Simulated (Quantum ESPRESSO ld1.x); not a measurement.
All-electron atom: the thallium ion Tl56+ in [Ar] 3d6 5s1 (not the ground configuration). All-electron calculation, scalar-relativistic Kohn-Sham, LDA (Slater exchange, Perdew-Zunger correlation), spin-polarised, spherical densities, point nucleus; open shells are filled with parallel spins first. Program: ld1.x of Quantum ESPRESSO 7.5. Some entries of the table are withheld. Estimate them.

orbital  occ.  eigenvalue (eV)  <1/r> (bohr^-1)  <r^2> (bohr^2)
1s up       1       -89272.919            99.47       0.0003689
1s down     1       -89271.361            99.47       0.0003689
2s up       1       -18866.802            23.43        0.005559
2s down     1       -18845.391            23.45        0.005553
2p up       3       -16749.034            20.67        0.004704
2p down     3       -16731.105            20.68        0.004696
3s up       1              (1)            9.055         0.03340
3s down     1              (2)            9.037         0.03348
3p up       3        -6324.152            8.259             (3)
3p down     3        -6300.162            8.241             (4)
3d up       5        -5754.085            7.764         0.02701
3d down     1        -5724.808            7.753         0.02712
5s up       1        -2131.778            2.777          0.3302
5s down     0        -2113.366            2.771          0.3315

Answer. 
(1) 3s up eigenvalue (eV): -6940.321
(2) 3s down eigenvalue (eV): -6916.186
(3) 3p up <r^2> (bohr^2): 0.03376
(4) 3p down <r^2> (bohr^2): 0.03386
